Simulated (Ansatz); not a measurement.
A made-up structure of BH3S2O, closed shell:

```
atom    x (Å)    y (Å)    z (Å)
  B1  -0.5628   0.9627   0.6106
  O2  -0.6736  -0.3125   1.0309
  S3  -0.1813  -1.6825   0.1904
  S4   1.4928  -1.2349  -0.7979
  H5  -0.0195   1.2423  -0.4185
  H6  -0.6848  -2.8788   0.5964
  H7   0.9859  -0.7547  -1.9555
```

It is relaxed with PBE-D4/def2-SVP and then PBE0-D4/def2-TZVP (Ansatz 0.2.0). Atoms count as bonded within 1.22 times the sum of their covalent radii (H–H: 0.88 Å). The end point is not checked to be a true minimum.

Problem. Does its bonding change? (Judge from chemistry; the calculation decides.)

Solution. By the calculation: Yes. Formed: none; broken: O2–S3.

Where it ends: The first stage lowers the energy by 5.42 eV in 52 steps. It ends as a complex of H₂S₂ ([SH][SH]) + BHO ([BH][O]):
```json
{"atom": "B1", "x (Å)": "-0.3689", "y (Å)": "0.7683", "z (Å)": "0.5773"}
{"atom": "O2", "x (Å)": "-0.9125", "y (Å)": "0.8137", "z (Å)": "-0.4970"}
{"atom": "S3", "x (Å)": "1.1541", "y (Å)": "-1.8276", "z (Å)": "0.1829"}
{"atom": "S4", "x (Å)": "0.4899", "y (Å)": "-1.8915", "z (Å)": "-1.7486"}
{"atom": "H5", "x (Å)": "0.0877", "y (Å)": "0.8517", "z (Å)": "1.6535"}
{"atom": "H6", "x (Å)": "0.2018", "y (Å)": "-2.5822", "z (Å)": "0.7669"}
{"atom": "H7", "x (Å)": "-0.2955", "y (Å)": "-0.7907", "z (Å)": "-1.6787"}
```

Labels in which every atom is bracketed show which atoms are joined, not bond orders.

For scale, one of the runs: PBE0-D4/def2-TZVP relaxation, 154 basis functions, launched by `ansatz run in.yaml --threads 2 --pin off --events-out ev --progress --plain --max-ram 4352MiB`. The run took about 2.8 min on 2 CPU threads of an Arm Neoverse V1 (shared host).
